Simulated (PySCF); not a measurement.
Ga(Cl)2(NHMe) (CH4Cl2GaN), SMILES [Cl][Ga]([NH]C)[Cl].

Geometry optimised at PBE-D3(BJ)/def2-SVP. The structure was generated by enumeration; whether it is a known compound was not checked. One conformer was computed; it need not be the lowest.

These are PBE-D3(BJ)/def2-SVP in PySCF values and carry that method's errors.

Frequencies are harmonic and unscaled.

| mode | ν (cm⁻¹) | IR (km/mol) | moving atoms (share of kinetic energy) |
|---|---|---|---|
| 1 | 89 | 1.6 | Cl 34 %, C 34 %, H 16 %, Ga 13 % |
| 2 | 95 | 0.3 | N 24 %, C 23 %, H 22 %, Cl 15 %, Ga 14 % |
| 3 | 118 | 6.8 | Cl 74 %, Ga 19 % |
| 4 | 120 | 15.3 | Ga 34 %, N 29 %, H 25 %, Cl 11 % |
| 5 | 155 | 0.6 | H 76 %, Ga 10 % |
| 6 | 291 | 4.0 | C 33 %, N 29 %, H 19 %, Cl 14 % |
| 7 | 384 | 15.8 | Cl 77 %, Ga 14 % |
| 8 | 439 | 72.4 | H 94 % |
| 9 | 446 | 76.9 | Cl 55 %, Ga 44 % |
| 10 | 649 | 50.3 | N 52 %, Ga 21 %, H 16 %, C 10 % |
| 11 | 1052 | 13.7 | H 85 %, C 11 % |
| 12 | 1093 | 0.6 | H 77 %, C 19 % |
| 13 | 1125 | 91.9 | N 45 %, C 38 %, H 17 % |
| 14 | 1328 | 20.7 | H 67 %, N 22 %, C 10 % |
| 15 | 1398 | 20.5 | H 86 %, C 14 % |
| 16 | 1414 | 2.2 | H 97 % |
| 17 | 1441 | 6.2 | H 96 % |
| 18 | 2926 | 96.1 | H 97 % |
| 19 | 2986 | 30.8 | H 90 %, C 10 % |
| 20 | 3055 | 6.7 | H 91 %, C 9 % |
| 21 | 3525 | 27.9 | H 93 % |
